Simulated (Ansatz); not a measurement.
Geometry optimisation, RKS B3LYP-D4/6-31G* in Ansatz.

input.yaml

```yaml
crystal:
  periodic: [false, false, false]
  atoms:
    - { symbol: C, position_ang: [0.99073, -0.74958, -0.78884] }
    - { symbol: C, position_ang: [0.26638, -0.73242, 0.32596] }
    - { symbol: C, position_ang: [-0.66348, 0.31514, 0.71447] }
    - { symbol: B, position_ang: [-1.00929, 1.49772, 0.05989] }
    - { symbol: F, position_ang: [-1.38054, 2.60632, -0.47815] }
    - { symbol: H, position_ang: [0.93616, 0.0484, -1.51114] }
    - { symbol: H, position_ang: [1.66022, -1.56158, -1.01083] }
    - { symbol: H, position_ang: [0.35345, -1.55362, 1.0243] }
    - { symbol: H, position_ang: [-0.23855, 0.78631, -0.45852] }
basis:
  gaussian: { orbitals: "6-31G*" }
hamiltonian:
  xc: b3lyp
  dispersion: d4
relax:
  f_tol: 0.02
  max_steps: 50
```

Run as:

```bash
$ ansatz run input.yaml --threads 2 --pin off --max-ram 3072MiB --backend cpu --events-out ev --progress --plain --runs-dir out
```

Where does it end, and by what steps?

It converged. After 14 steps the energy has fallen by 2.552 eV; F5 moved furthest, 1.70 Å. Parted: B4–H9.

| step | energy less start (eV) | largest force component (eV/Å) | accepted |
| --- | --- | --- | --- |
| 0 | 0.0000 | 3.226 | yes |
| 1 | -0.6546 | 2.653 | yes |
| 2 | -1.1998 | 1.318 | yes |
| 3 | -1.5386 | 2.135 | yes |
| 4 | -1.8742 | 1.069 | yes |
| 5 | -2.0912 | 0.777 | yes |
| 6 | -2.2829 | 1.275 | yes |
| 7 | -2.4010 | 0.725 | yes |
| 8 | -2.4657 | 0.480 | yes |
| 9 | -2.5241 | 0.486 | yes |
| 10 | -2.5454 | 0.159 | yes |
| 11 | -2.5507 | 0.119 | yes |
| 12 | -2.5516 | 0.169 | yes |
| 13 | -2.5523 | 0.039 | yes |
| 14 | -2.5525 | 0.009 | yes |

```xyz
9
Properties=species:S:1:pos:R:3
C 1.190 -1.119 -0.729
C 0.282 -0.454 0.002
C -0.307 0.831 -0.354
B -1.248 1.559 0.370
F -2.119 2.258 1.014
H 1.563 -0.729 -1.673
H 1.587 -2.074 -0.401
H -0.051 -0.899 0.940
H 0.019 1.285 -1.292
```

Whether the end is a true minimum wasn't checked by a vibrational analysis.

The run took 29 s on 2 threads of Arm Neoverse V1, on a shared host, peak memory 0.15 GiB.
